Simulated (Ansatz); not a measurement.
Ta5Si3. Total charge 0; doublet. Geometry PBE-D4/def2-SVP, that of the charge +1 singlet; atoms count from 1.

```xyz
8

Ta    0.094    1.129    1.425
Ta   -2.175    0.118    0.692
Ta   -0.220   -1.219   -0.724
Ta    1.696   -0.895    1.247
Ta   -0.674   -1.587    1.828
Si    0.487    0.382   -2.744
Si   -0.827    1.361   -1.035
Si    1.618    0.711   -0.688
```

In the def2 sets Ta takes a core potential; there is no spin–orbit coupling. The structure comes from a short search, and lower isomers may exist.

Estimate the Mulliken populations from the PBE0/def2-TZVP orbitals of Ansatz.


```json
{"atom": "Ta1", "charge (e)": "0.24", "spin (α − β)": "-0.01", "d electrons": "3.62"}
{"atom": "Ta2", "charge (e)": "0.03", "spin (α − β)": "-0.06", "d electrons": "3.59"}
{"atom": "Ta3", "charge (e)": "0.35", "spin (α − β)": "0.21", "d electrons": "3.45"}
{"atom": "Ta4", "charge (e)": "0.03", "spin (α − β)": "-0.06", "d electrons": "3.59"}
{"atom": "Ta5", "charge (e)": "-0.01", "spin (α − β)": "0.74", "d electrons": "3.66"}
{"atom": "Si6", "charge (e)": "-0.27", "spin (α − β)": "0.14", "d electrons": "–"}
{"atom": "Si7", "charge (e)": "-0.19", "spin (α − β)": "0.02", "d electrons": "–"}
{"atom": "Si8", "charge (e)": "-0.19", "spin (α − β)": "0.02", "d electrons": "–"}
```
Mulliken values and Mayer orders depend strongly on the basis.

Where does the spin sit?

Summed by element: Ta 0.82, Si 0.18, of 1 unpaired in all. Largest on single atoms: Ta5 0.74, Ta3 0.21, Si6 0.14.

And the Mayer bond orders between bonded heavy atoms (over 0.3)?

Ta1–Ta2 1.53 (2.59 Å); Ta1–Ta3 0.32 (3.20 Å); Ta1–Ta4 1.53 (2.59 Å); Ta1–Ta5 0.78 (2.85 Å); Ta1–Si7 0.72 (2.64 Å); Ta1–Si8 0.72 (2.64 Å); Ta2–Ta3 1.22 (2.76 Å); Ta2–Ta5 1.60 (2.54 Å); Ta2–Si7 0.98 (2.52 Å); Ta3–Ta4 1.20 (2.77 Å); Ta3–Ta5 1.23 (2.62 Å); Ta3–Si6 0.84 (2.67 Å); Ta3–Si7 0.55 (2.67 Å); Ta3–Si8 0.55 (2.67 Å); Ta4–Ta5 1.61 (2.54 Å); Ta4–Si8 0.98 (2.52 Å); Si6–Si7 0.91 (2.37 Å); Si6–Si8 0.90 (2.37 Å); Si7–Si8 0.47 (2.55 Å).
